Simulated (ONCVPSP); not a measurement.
Cutoff test, iodine, ONCV

iodine, optimised norm-conserving Vanderbilt (ONCV), made with ONCVPSP 4.0.1 (LDA (Perdew-Wang 92), scalar-relativistic). Core [Kr], reference 4d10 5s2 5p5. Waves: 5s: rc 1.50 bohr, ncon 4, nbas 7, qcut 4.7 1/bohr, 1 projector; 5p: rc 2.20 bohr, ncon 5, nbas 8, qcut 3.5 1/bohr, 3 projectors, debl 0.9 Ha; 4d: rc 1.45 bohr, ncon 4, nbas 8, qcut 8.5 1/bohr, 2 projectors, debl 0.3 Ha. Local part: polynomial inside 1.10 bohr (lpopt 5, dvloc0 0 Ha). Core correction: Teter function fitted to the true core (icmod 2), fcfact 0.45.

In the d channel the program set the typed energies aside and used -1.850, 0.250 Ha.

Q: For each optimised wave give the share of its norm inside rc, the residual kinetic energy above qcut (Ha) and the cutoffs (Ha) for errors of 10, 1, 0.1 and 0.01 mHa per electron.

A:

```tsv
wave	norm inside rc	residual KE	10 mHa	1 mHa	0.1 mHa	0.01 mHa
5s	0.248	4.0e-03	6.1	44.7	56.8	84.3
5p	0.445	4.3e-03	3.8	15.1	34.3	40.6
p projector 2	0.207	5.4e-03	4.9	13.5	44.1	53.5
p projector 3	0.117	9.6e-03	6.1	16.1	31.9	47.1
4d	0.915	9.7e-04	30.2	36.0	103.4	125.1
d projector 2	0.037	2.5e-04	25.4	32.4	39.8	85.5
```

The occupied waves need 45 Ha and 103 Ha for 1 and 0.1 mHa. Note: ghosts flagged at negative energy: s at -230.0 eV, p at -619.0 eV; GHOST(+) flagged for p at 56.4 eV. A true bound ghost makes a file unfit for plane-wave use.
